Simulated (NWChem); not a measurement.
# C3H4ClF; SMILES F/C=C(/Cl)C

Results from NWChem. Medium grid unless said otherwise, to which SCAN and Minnesota functionals are sensitive. Coordinates come from a B3LYP/6-31G* (spherical d) optimisation. Hybrids' shares of exact exchange are those that their runs print; pure functionals count as 0. The functionals differ in more than this share.

```csv
row,share of exact exchange,highest occupied level (eV)
PBE/def2-SVP,0.00,-5.75
r2SCAN/def2-SVP,0.00,-6.08
TPSSh/def2-SVP,0.10,withheld
B3LYP/def2-SVP,0.20,-6.79
PBE0/def2-SVP,0.25,-7.09
Hartree-Fock/def2-SVP,1.00,-9.94
```

Problem. Fit a straight line of the last column on the one before it, predict the withheld value, and compare with the run.

Solution. 
1. Means of the 5 shown rows: x = 0.290, y = -7.130. Slope Σ(x − x̄)(y − ȳ)/Σ(x − x̄)² = -2.732/0.6820 = -4.006; intercept -5.968.
2. The shown rows scatter about the line by 0.123 (root mean square); the largest residual is +0.22, at PBE/def2-SVP.
3. At x = 0.10 (TPSSh/def2-SVP; inside the shown range) the line gives -6.37.
4. The run gives -6.39, -0.02 from the line, 0.2 times the scatter.
